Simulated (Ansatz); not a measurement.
C$_{2}$H$_{4}$OSe, SMILES `CC(=O)[SeH]`. Total charge 0; spin multiplicity 1. The structure was optimised at the PBE0-D4/def2-TZVP level. It is one conformer, not always the lowest.

```xyz
8

C     0.456    0.670    0.303
C     0.215   -0.805    0.167
O     0.891   -1.656    0.657
Se   -1.333   -1.335   -0.899
H     1.344    0.830    0.914
H     0.596    1.117   -0.683
H    -0.408    1.148    0.768
H    -1.762    0.031   -1.228
```

Q: What is the dipole moment at B3LYP/def2-TZVPP? (Estimate.)

A: Computed: 3.07 D, with components (-0.76, 2.92, -0.59) D in this frame, pointing from negative to positive charge.

Q: And with PBE, r2SCAN, ωB97M-V? (Estimate.)

A: Ansatz gave: PBE 2.94 D, r2SCAN 3.10 D, ωB97M-V 3.10 D.

Q: Give the Mulliken charges with B3LYP, PBE, ωB97M-V in def2-TZVPP. (An estimate is asked.)

A: The calculation gave: 
```csv
atom,B3LYP,PBE,ωB97M-V
C1,-0.24,-0.23,-0.30
C2,0.14,0.11,0.16
O3,-0.24,-0.20,-0.25
Se4,-0.03,-0.04,-0.04
H5,0.11,0.10,0.12
H6,0.11,0.11,0.13
H7,0.11,0.11,0.13
H8,0.04,0.04,0.06
```

B3LYP here is the variant with VWN-RPA as its local correlation; programs differ in this.
